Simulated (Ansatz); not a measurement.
Ansatz (an electronic-structure program) input (PBE/6-31G*):

Ansatz 0.2 input:
```yaml
crystal:
  periodic: [false, false, false]
  atoms:
    - {symbol: Si, position_ang: [-0.00084700, -0.02387800, -0.79962300]}
    - {symbol: C, position_ang: [0.63117400, 0.02625400, 0.93227300]}
    - {symbol: C, position_ang: [-0.62919700, 0.02946000, 0.93351300]}
basis:
  gaussian:
    orbitals: 6-31G*
hamiltonian:
  xc: {name: PBE}
total_charge: 1
magnetization: {spin_polarized: true, initial_magnetization: 1}
```

Output:

```
Functional definition: PBE
integrals: 0.01 GiB planned
516 factors; their error is unknown
mean field: 0.11 GiB planned
mean field evaluation 1: about -9912.6258 eV, gradient 4.8e1 eV
mean field evaluation 2: about -9788.6357 eV, gradient 1.2e2 eV
mean field evaluation 4: about -9927.9170 eV, gradient 1.5e1 eV
mean field evaluation 8: about -9929.6978 eV, gradient 3.0e-2 eV
mean field evaluation 16: about -9929.6454 eV, gradient 2.6e-5 eV
mean field -9929.64539902 eV, -364.9077378586 hartree, gradient 2.6e-5 eV, S^2 0.760432; 1 other end points of the search recorded, 0 dependent functions left out
reference -9929.64542459 eV, -364.9077387983 hartree; 13, 12 occupied and 36, 37 virtual orbitals, 516 factors
Total energy: -9929.64542459 eV, -364.9077387983 hartree
```

The dipole moment of an ion depends on the origin.

The geometry given is a B3LYP-D3(BJ)/def2-TZVP minimum of the species of charge 0 and multiplicity 1, not of this state.
